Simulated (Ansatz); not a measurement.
# Molecular dynamics of F$_{5}$HW

input.yaml

```yaml
crystal:
  periodic: [false, false, false]
  atoms:
    - { symbol: W, position_ang: [0.052192, -0.007224, -0.144567] }
    - { symbol: H, position_ang: [1.065801, 0.613379, 1.192255] }
    - { symbol: F, position_ang: [1.602517, -0.955531, -0.463253] }
    - { symbol: F, position_ang: [-0.849096, 1.269945, 0.683681] }
    - { symbol: F, position_ang: [-1.711553, -0.502469, -0.733478] }
    - { symbol: F, position_ang: [-0.347782, -1.140001, 1.326736] }
    - { symbol: F, position_ang: [0.239875, 1.0751, -1.632481] }
basis:
  gaussian: { orbitals: def2-SVP }
hamiltonian:
  xc: b3lyp
md:
  timestep: 0.5
  n_steps: 250
  ensemble: nvt_langevin
  temperature: 300.0
  initial_velocities: maxwell_boltzmann
  seed: 575213
  friction: 0.001
```

Run as:

```bash
$ ansatz run input.yaml --threads 4 --pin off --max-ram 5120MiB --backend cpu --events-out ev --progress --plain --runs-dir out
```

It goes on from the last frame of an earlier run, with new velocities.

Output, in part (one step line in 5, the closing report, with atoms numbered from 0):

```
md step     0: t =     0.00 fs  T =   257.1 K  F+E_penalty+E_count = -15420.93617219 eV  E_kin = 0.232668 eV  (31 SCF iters)
md step     5: t =     2.50 fs  T =   344.6 K  F+E_penalty+E_count = -15421.00743133 eV  E_kin = 0.311774 eV  (35 SCF iters)
md step    10: t =     5.00 fs  T =   405.5 K  F+E_penalty+E_count = -15421.06325808 eV  E_kin = 0.366869 eV  (36 SCF iters)
md step    15: t =     7.50 fs  T =   374.9 K  F+E_penalty+E_count = -15421.05356636 eV  E_kin = 0.339231 eV  (35 SCF iters)
md step    20: t =    10.00 fs  T =   431.7 K  F+E_penalty+E_count = -15421.09975648 eV  E_kin = 0.390599 eV  (37 SCF iters)
md step    25: t =    12.50 fs  T =   460.4 K  F+E_penalty+E_count = -15421.13314517 eV  E_kin = 0.416598 eV  (37 SCF iters)
md step    30: t =    15.00 fs  T =   441.9 K  F+E_penalty+E_count = -15421.12158966 eV  E_kin = 0.399803 eV  (37 SCF iters)
md step    35: t =    17.50 fs  T =   468.8 K  F+E_penalty+E_count = -15421.13244655 eV  E_kin = 0.424153 eV  (33 SCF iters)
md step    40: t =    20.00 fs  T =   506.4 K  F+E_penalty+E_count = -15421.13882381 eV  E_kin = 0.458243 eV  (36 SCF iters)
md step    45: t =    22.50 fs  T =   420.2 K  F+E_penalty+E_count = -15421.06812448 eV  E_kin = 0.380167 eV  (35 SCF iters)
md step    50: t =    25.00 fs  T =   355.1 K  F+E_penalty+E_count = -15421.01263639 eV  E_kin = 0.321311 eV  (34 SCF iters)
md step    55: t =    27.50 fs  T =   388.4 K  F+E_penalty+E_count = -15421.03826862 eV  E_kin = 0.351431 eV  (36 SCF iters)
md step    60: t =    30.00 fs  T =   414.1 K  F+E_penalty+E_count = -15421.06690074 eV  E_kin = 0.374654 eV  (35 SCF iters)
md step    65: t =    32.50 fs  T =   484.7 K  F+E_penalty+E_count = -15421.13842332 eV  E_kin = 0.438533 eV  (37 SCF iters)
md step    70: t =    35.00 fs  T =   641.6 K  F+E_penalty+E_count = -15421.27412399 eV  E_kin = 0.580492 eV  (36 SCF iters)
md step    75: t =    37.50 fs  T =   748.8 K  F+E_penalty+E_count = -15421.36992208 eV  E_kin = 0.677522 eV  (35 SCF iters)
md step    80: t =    40.00 fs  T =   747.6 K  F+E_penalty+E_count = -15421.37607604 eV  E_kin = 0.676453 eV  (35 SCF iters)
md step    85: t =    42.50 fs  T =   730.5 K  F+E_penalty+E_count = -15421.34645315 eV  E_kin = 0.661015 eV  (36 SCF iters)
md step    90: t =    45.00 fs  T =   635.6 K  F+E_penalty+E_count = -15421.25915366 eV  E_kin = 0.575148 eV  (36 SCF iters)
md step    95: t =    47.50 fs  T =   503.0 K  F+E_penalty+E_count = -15421.14638209 eV  E_kin = 0.455169 eV  (35 SCF iters)
md step   100: t =    50.00 fs  T =   438.9 K  F+E_penalty+E_count = -15421.09306853 eV  E_kin = 0.397103 eV  (35 SCF iters)
md step   105: t =    52.50 fs  T =   440.8 K  F+E_penalty+E_count = -15421.08951537 eV  E_kin = 0.398839 eV  (36 SCF iters)
md step   110: t =    55.00 fs  T =   456.2 K  F+E_penalty+E_count = -15421.09812791 eV  E_kin = 0.412734 eV  (36 SCF iters)
md step   115: t =    57.50 fs  T =   521.3 K  F+E_penalty+E_count = -15421.15099467 eV  E_kin = 0.471712 eV  (35 SCF iters)
md step   120: t =    60.00 fs  T =   575.1 K  F+E_penalty+E_count = -15421.19098795 eV  E_kin = 0.520385 eV  (35 SCF iters)
md step   125: t =    62.50 fs  T =   579.5 K  F+E_penalty+E_count = -15421.19854041 eV  E_kin = 0.524312 eV  (36 SCF iters)
md step   130: t =    65.00 fs  T =   618.8 K  F+E_penalty+E_count = -15421.23777846 eV  E_kin = 0.559923 eV  (32 SCF iters)
md step   135: t =    67.50 fs  T =   663.7 K  F+E_penalty+E_count = -15421.28785714 eV  E_kin = 0.600497 eV  (34 SCF iters)
md step   140: t =    70.00 fs  T =   619.8 K  F+E_penalty+E_count = -15421.25258915 eV  E_kin = 0.560818 eV  (34 SCF iters)
md step   145: t =    72.50 fs  T =   546.0 K  F+E_penalty+E_count = -15421.18599035 eV  E_kin = 0.494016 eV  (35 SCF iters)
md step   150: t =    75.00 fs  T =   464.8 K  F+E_penalty+E_count = -15421.13029201 eV  E_kin = 0.420569 eV  (34 SCF iters)
md step   155: t =    77.50 fs  T =   353.5 K  F+E_penalty+E_count = -15421.02120748 eV  E_kin = 0.319883 eV  (35 SCF iters)
md step   160: t =    80.00 fs  T =   283.4 K  F+E_penalty+E_count = -15420.95537155 eV  E_kin = 0.256468 eV  (35 SCF iters)
md step   165: t =    82.50 fs  T =   354.0 K  F+E_penalty+E_count = -15421.01146250 eV  E_kin = 0.320275 eV  (35 SCF iters)
md step   170: t =    85.00 fs  T =   468.3 K  F+E_penalty+E_count = -15421.12467693 eV  E_kin = 0.423761 eV  (34 SCF iters)
md step   175: t =    87.50 fs  T =   581.0 K  F+E_penalty+E_count = -15421.21594463 eV  E_kin = 0.525657 eV  (34 SCF iters)
md step   180: t =    90.00 fs  T =   688.9 K  F+E_penalty+E_count = -15421.32611334 eV  E_kin = 0.623358 eV  (34 SCF iters)
md step   185: t =    92.50 fs  T =   743.9 K  F+E_penalty+E_count = -15421.36724497 eV  E_kin = 0.673113 eV  (35 SCF iters)
md step   190: t =    95.00 fs  T =   596.0 K  F+E_penalty+E_count = -15421.24851145 eV  E_kin = 0.539239 eV  (35 SCF iters)
md step   195: t =    97.50 fs  T =   447.7 K  F+E_penalty+E_count = -15421.11639032 eV  E_kin = 0.405112 eV  (35 SCF iters)
md step   200: t =   100.00 fs  T =   378.4 K  F+E_penalty+E_count = -15421.05638973 eV  E_kin = 0.342418 eV  (35 SCF iters)
md step   205: t =   102.50 fs  T =   333.7 K  F+E_penalty+E_count = -15421.02552602 eV  E_kin = 0.301955 eV  (34 SCF iters)
md step   210: t =   105.00 fs  T =   395.3 K  F+E_penalty+E_count = -15421.07285375 eV  E_kin = 0.357710 eV  (34 SCF iters)
md step   215: t =   107.50 fs  T =   570.1 K  F+E_penalty+E_count = -15421.21656422 eV  E_kin = 0.515847 eV  (34 SCF iters)
md step   220: t =   110.00 fs  T =   614.1 K  F+E_penalty+E_count = -15421.25483733 eV  E_kin = 0.555659 eV  (35 SCF iters)
md step   225: t =   112.50 fs  T =   623.9 K  F+E_penalty+E_count = -15421.26461373 eV  E_kin = 0.564479 eV  (33 SCF iters)
md step   230: t =   115.00 fs  T =   663.3 K  F+E_penalty+E_count = -15421.32018295 eV  E_kin = 0.600173 eV  (35 SCF iters)
md step   235: t =   117.50 fs  T =   666.4 K  F+E_penalty+E_count = -15421.31856900 eV  E_kin = 0.602991 eV  (34 SCF iters)
md step   240: t =   120.00 fs  T =   598.8 K  F+E_penalty+E_count = -15421.24670443 eV  E_kin = 0.541795 eV  (34 SCF iters)
md step   245: t =   122.50 fs  T =   653.6 K  F+E_penalty+E_count = -15421.28046158 eV  E_kin = 0.591350 eV  (32 SCF iters)
md step   250: t =   125.00 fs  T =   609.9 K  F+E_penalty+E_count = -15421.24974361 eV  E_kin = 0.551830 eV  (33 SCF iters)
Total energy: -15421.25005163 eV, -566.7204864986 hartree
Atom 0 at     0.033637    -0.044634    -0.076120 Å, force    -0.655418     2.928180    -0.228959 eV/Å
Atom 1 at     1.085644     0.582034     1.175928 Å, force    -0.802540    -0.147313    -0.264234 eV/Å
Atom 2 at     1.134083    -1.223762    -0.994281 Å, force    -0.292526     0.033270    -0.197421 eV/Å
Atom 3 at    -1.001348     1.567564     0.287695 Å, force     1.194955    -1.730085    -0.104962 eV/Å
Atom 4 at    -1.695703    -0.679053    -0.348254 Å, force    -0.286479     0.010019    -0.475497 eV/Å
Atom 5 at    -0.022690    -1.337137     1.170042 Å, force     0.339520    -1.496598     1.939678 eV/Å
Atom 6 at     0.977487     1.164810    -1.079494 Å, force     0.502487     0.402528    -0.668605 eV/Å
Dipole moment:     0.148451    -0.104286    -0.006435 e Å
```

All steps were run. The mean temperature of the second half is 81 % above the set value. A run of 0.12 ps of so small a system gives no equilibrium averages.

The same pairs are bonded in the first frame and the last. Pairs count as bonded within 1.25 times the sum of covalent radii (0.12 Å more for H–H).

Last frame:

```xyz
7
Properties=species:S:1:pos:R:3
W 0.034 -0.045 -0.076
H 1.086 0.582 1.176
F 1.134 -1.224 -0.994
F -1.001 1.568 0.288
F -1.696 -0.679 -0.348
F -0.023 -1.337 1.170
F 0.978 1.165 -1.079
```

Time of the run: 6.4 min on 4 threads of Intel(R) Xeon(R) 6975P-C (Granite Rapids), on a shared host, peak memory 0.28 GiB.
